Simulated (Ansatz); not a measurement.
This geometry of ClGeH3O2 (7 atoms, charge 0, multiplicity 1) is a first-order saddle point.

Level of theory: RKS PBE-D4/def2-SVP (Ansatz 0.2.0).

```xyz
7
Properties=species:S:1:pos:R:3
Ge -0.292 -0.021 0.539
H 0.926 -0.090 1.601
O 1.679 0.055 0.289
H 2.028 -0.829 0.038
O -0.947 1.406 -0.321
H -1.163 1.171 -1.246
Cl -0.857 -1.798 -0.646
```

Task: Which two structures does it join? (They come from a converged band through this point; their orientation in space is the band's.)

Result: Bonds broken: Ge1–H2, Ge1–O3. Bonds formed: H2–O3. ClGeH3O2 becomes ClGeHO + H2O.

Initial state:

```xyz
7
Properties=species:S:1:pos:R:3
Ge 0.035 -0.078 0.467
H -0.149 -0.017 1.992
O 1.729 0.089 -0.078
H 2.033 -0.751 -0.472
O -0.919 1.265 -0.201
H -0.714 1.395 -1.147
Cl -0.641 -2.008 -0.306
```

Final state:

```xyz
7
Properties=species:S:1:pos:R:3
Ge -0.928 0.124 0.672
H 1.693 -0.379 1.583
O 1.431 0.049 0.743
H 1.392 -0.701 0.096
O -1.012 1.399 -0.599
H -0.741 1.062 -1.476
Cl -0.462 -1.660 -0.766
```

Task: How far does it lie above each of them?

Result: 194.6 kJ/mol above the first and 187.8 kJ/mol above the second. This is the barrier of this one path; another mechanism may lie lower. The orbitals stay closed-shell, which can raise the energy where a bond breaks towards radicals; this wasn't checked here.

Time of the run: 2.3 min on 2 threads of AMD EPYC 7R43 64-Core Processor (Zen 3), on a shared host, peak memory 0.15 GiB.
